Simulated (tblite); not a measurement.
C6H12N2Si.
SMILES with atom numbers: `[CH2:1]=[C:2]([CH3:3])[CH2:4][NH:5][CH2:6][SiH2:7][C:8]#[N:9]` (hydrogens: H10, H11 on C1; H12, H13, H14 on C3; H15, H16 on C4; H17 on N5; H18, H19 on C6; H20, H21 on Si7)

Geometry (GFN2-xTB, Å), atoms numbered from 1 in this order:
```
atom  x, y, z in Å
C1    -2.9053    0.2879    1.3312
C2    -2.1425    0.1104    0.2653
C3    -2.4827   -0.8423   -0.8369
C4    -0.8454    0.8494    0.0827
N5     0.2657   -0.0937    0.0422
C6     1.5586    0.5536   -0.0843
Si7    2.9142   -0.7753   -0.2393
C8     4.5307    0.1442   -0.4268
N9     5.5214    0.7082   -0.5408
H10   -3.8310   -0.2467    1.4603
H11   -2.6445    0.9821    2.1127
H12   -3.3446   -1.4508   -0.5777
H13   -1.6285   -1.4854   -1.0392
H14   -2.7044   -0.2884   -1.7488
H15   -0.8539    1.3767   -0.8786
H16   -0.7207    1.6023    0.8804
H17    0.2438   -0.6591    0.8867
H18    1.7655    1.2520    0.7465
H19    1.5306    1.1625   -0.9943
H20    2.7314   -1.6017   -1.4309
H21    3.0324   -1.5690    0.9892
```

Calculated harmonic vibrations of the isolated species, GFN2-xTB (tblite), most abundant isotopes, no scaling. The method is semi-empirical: single wavenumbers can be off by several per cent or more. Modes of hydrogen on silicon can be 10 to 20 % off. One conformer, not necessarily the lowest.

Harmonic wavenumbers (cm⁻¹): 25.1, 40.6, 54.7, 95.4, 104.3, 133.6, 140.3, 250.3, 265.1, 279.6, 340.6, 392.4, 437.5, 464.1, 528.8, 554.7, 615.7, 703.9, 711.2, 757.8, 759.5, 787.1, 843.5, 888.6, 897.8, 952.4, 989.9, 1037.7, 1047.9, 1067.7, 1135.0, 1151.9, 1238.7, 1263.2, 1283.0, 1332.0, 1393.0, 1409.9, 1423.9, 1469.8, 1478.0, 1481.0, 1489.4, 1735.3, 2232.4, 2283.1, 2353.1, 2789.2, 2818.4, 2925.1, 2936.6, 3004.7, 3030.9, 3049.2, 3100.6, 3124.5, 3345.0.

A = 4620, B = 430.7, C = 415.8 MHz; mass 140.077 u (most abundant isotopes); point group C1, symmetry number 1.

Problem. What is the zero-point energy?

Solution. Half the sum of the wavenumbers: 36222 cm⁻¹ = 433.32 kJ/mol.

Problem. Entropy at 350 K, 1 bar (ideal gas, RRHO, classical rotation)?

Solution. Translation 173.83, rotation 128.95, vibration 199.95: S = 502.7 J/(mol K).

Problem. And Cp and H(350 K) − H(0)?

Solution. Cp = 211.03 J/(mol K), of which vibrations give 177.77 (their classical limit is 57 R = 473.9); H(350 K) − H(0) = 45.20 kJ/mol without the zero-point energy, 33.56 from vibrations.

Problem. What must be added to the electronic energy to get the Gibbs energy at 350 K and 1 bar?

Solution. ZPE + [H(350 K) − H(0)] − T·S = 433.32 + 45.20 − 175.95 = 302.57 kJ/mol.

Problem. Which modes carry the vibrational entropy at 350 K?

Solution. 25.1 cm⁻¹: 27.20; 40.6 cm⁻¹: 23.21; 54.7 cm⁻¹: 20.74; 95.4 cm⁻¹: 16.15; 104.3 cm⁻¹: 15.42; 133.6 cm⁻¹: 13.40 J/(mol K); the other 51 give 83.82 together.

Hindered rotation and anharmonicity are outside this model. Other conformers, if any are populated, would add a mixing term that is left out. The structure is chiral; the term R ln 2 for an equal mix with its mirror image is left out.

The run took 0.97 s of wall time on one thread, Arm Neoverse V1 (aarch64), shared host with 32 logical CPUs at a one-minute load of 24. This covers the Hessian and the dipole derivatives.
